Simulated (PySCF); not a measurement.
From one molecule to another.

First species: C7H15OP.
SMILES: `CC(C)(C)[P@H](=O)C1CC1`

Second species: C₆H₆.
InChI=1S/C6H6/c1-2-3-6-4-5-6/h2-5H,1H2

Levels: PBE0/pcSseg-1 for dipole moment, HOMO energy, LUMO energy and HOMO–LUMO gap; GFN2-xTB for rotational constant A and rotational constant C. Geometries: GFN2-xTB. All species are isolated and taken at one optimised geometry, non-relativistic unless stated; the electronic structure was computed with PySCF and density fitting.

The conformers computed, where there is a choice (atom-mapped SMILES and torsion angles):
- `[CH3:1][C:2]([CH3:3])([CH3:4])[P@H:5](=[O:6])[CH:7]1[CH2:8][CH2:9]1`: C1–C2–P5–O6 -57°, C2–P5–C7–C8 -83°
- `[CH2:1]=[CH:2][CH:3]=[C:4]1[CH:5]=[CH:6]1`: C1–C2–C3–C4 180°

| property | column X | column Y |
| --- | --- | --- |
| dipole moment | 3.99 D | 2.94 D |
| HOMO energy | -7.35 eV | -5.55 eV |
| LUMO energy | 1.13 eV | -0.79 eV |
| HOMO–LUMO gap | 8.48 eV | 4.76 eV |
| rotational constant A | 2.130 GHz | 18.375 GHz |
| rotational constant C | 0.861 GHz | 1.665 GHz |

(1) Which column belongs to which species?

(2) How does each property change from the first species to the second?

Results:

(1) Column X is the first species and column Y the second. The first has 24 atoms and 80 electrons, the second 12 and 42.

(2) dipole moment -1.05 D; HOMO energy +1.80 eV; LUMO energy -1.92 eV; HOMO–LUMO gap -3.72 eV; rotational constant A +16.245 GHz; rotational constant C +0.804 GHz.

On the first: The dipole matches unit charges of opposite sign 0.83 Å apart (1 e·Å = 4.8032 D). A dipole of 3.99 D is allowed in C1, and pure rotational transitions are dipole-allowed.

On the second: The dipole matches unit charges of opposite sign 0.61 Å apart (1 e·Å = 4.8032 D). A dipole of 2.94 D is allowed in Cs, and pure rotational transitions are dipole-allowed.
